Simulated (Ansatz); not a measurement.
```yaml
crystal:
  periodic: [false, false, false]
  atoms:
    - {symbol: C, position_ang: [-1.006956, 0.446890, -0.840675]}
    - {symbol: Si, position_ang: [0.347490, 0.021935, 0.328143]}
    - {symbol: O, position_ang: [-0.317427, -0.419153, 1.744183]}
    - {symbol: O, position_ang: [1.330744, -1.187389, -0.168211]}
    - {symbol: F, position_ang: [1.274476, 1.313590, 0.517559]}
    - {symbol: H, position_ang: [-1.643641, 1.228872, -0.421422]}
    - {symbol: H, position_ang: [-1.627054, -0.429035, -1.040732]}
    - {symbol: H, position_ang: [-0.605045, 0.807777, -1.789902]}
    - {symbol: H, position_ang: [0.238814, -0.877270, 2.375961]}
    - {symbol: H, position_ang: [2.091800, -0.957218, -0.702007]}
basis:
  gaussian: {orbitals: x2c-TZVPPall}
magnetization: {spin_polarized: true, initial_magnetization: 8}
hamiltonian: {xc: {name: CAM-B3LYP}, dispersion: d3bjatm}
```

```sh
$ ansatz run in.yaml --threads 2 --pin off --events-out ev --progress --plain --max-ram 22528MiB --backend cpu
```

Output, abridged:

```
Functional definition: CAM-B3LYP
1235 factors; their error is unknown
294 factors; integrals over basis functions are off by at most 8.7e-6 eV
mean field evaluation 1: about -15784.0898 eV, gradient 4.8e1 eV
mean field evaluation 2: about -15735.0525 eV, gradient 1.0e2 eV
mean field evaluation 4: about -15792.7749 eV, gradient 3.2e1 eV
mean field evaluation 8: about -15797.3967 eV, gradient 2.0e0 eV
mean field evaluation 16: about -15797.7307 eV, gradient 3.1e-1 eV
mean field evaluation 32: about -15797.7015 eV, gradient 2.6e-1 eV
mean field evaluation 64: about -15797.8054 eV, gradient 3.1e0 eV
mean field -15797.93211518 eV, -580.5632970100 hartree, gradient 3.4e-6 eV, S^2 20.010265; 12 other end points of the search recorded, 0 dependent functions left out
reference -15797.93225935 eV, -580.5633023081 hartree; 29, 21 occupied and 207, 215 virtual orbitals, 1235 factors
Total energy: -15798.07096599 eV, -580.5683996830 hartree
Relativity: scalar
```

Task: What is wrong with this run?

Result: The spin is set far too high for this molecule. The calculation finished and met its thresholds. The result belongs to that input, not to the molecule as meant.
